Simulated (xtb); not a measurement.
xtb input:

```bash
xtb mol.xyz --gfn 1 --sp --chrg -1 --uhf 0
```
mol.xyz:
```
3

Al    -0.82832125    -0.71720851    -0.81811482
Br     0.01754099     1.64283823    -1.03351702
Br     0.29012119    -1.37644650     1.33738824
```

**Question.** What final total energy does it print?

**Answer.** -9.43297 Eh (GFN1-xTB).
